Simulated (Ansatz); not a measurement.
The cluster Ru₃H. The state is a doublet with charge 0. Geometry PBE0-D4/def2-TZVP.

Cartesian coordinates in Å:
```
Ru 0.0431 0.1258 -1.7490
Ru -0.6904 -1.4471 0.1694
Ru -0.4365 0.7042 0.6162
H 1.0838 0.6171 0.9634
```

In the def2 sets Ru takes a core potential; there is no spin–orbit coupling. B3LYP takes the VWN-RPA correlation. At PBE-D4/def2-TZVP, r2SCAN-D4/def2-TZVP, B3LYP-D4/def2-TZVP, PBE0-D4/def2-TZVP and others the charge 0 doublet is spin-contaminated (final ⟨S²⟩ up to 3.29, 0.75 for a pure state). Another isomer (doublet) lies 0.46 eV lower at PBE0-D4/def2-TZVP; other spin states weren't run for this one.

Question: Estimate the α-spin orbital energies around the gap (eV) in Ansatz with PBE-D4/def2-TZVP, r2SCAN-D4/def2-TZVP, B3LYP-D4/def2-TZVP, PBE0-D4/def2-TZVP, r2SCAN0-D4/def2-TZVP.

Answer: 
```
orbital  PBE-D4/def2-TZVP  r2SCAN-D4/def2-TZVP  B3LYP-D4/def2-TZVP  PBE0-D4/def2-TZVP  r2SCAN0-D4/def2-TZVP
 HOMO−5             -5.35                -5.71               -6.30              -6.52                 -6.71
 HOMO−4             -4.97                -4.94               -5.72              -5.97                 -6.28
 HOMO−3             -4.53                -4.81               -5.49              -5.71                 -5.95
 HOMO−2             -4.41                -4.72               -5.39              -5.56                 -5.75
 HOMO−1             -3.98                -4.13               -4.98              -5.12                 -5.23
   HOMO             -3.86                -3.89               -4.78              -4.88                 -4.97
   LUMO             -3.37                -3.01               -2.50              -2.22                 -2.12
 LUMO+1             -3.22                -2.82               -2.40              -2.03                 -1.87
 LUMO+2             -3.07                -2.67               -2.11              -1.73                 -1.45
 LUMO+3             -2.84                -2.58               -2.00              -1.44                 -1.14
 LUMO+4             -2.57                -2.21               -1.84              -1.40                 -0.99
 LUMO+5             -1.98                -1.69               -1.41              -1.08                 -0.84
 β HOMO             -3.88                -3.82               -4.60              -4.68                 -4.80
 β LUMO             -3.39                -3.09               -2.46              -2.08                 -1.92
```
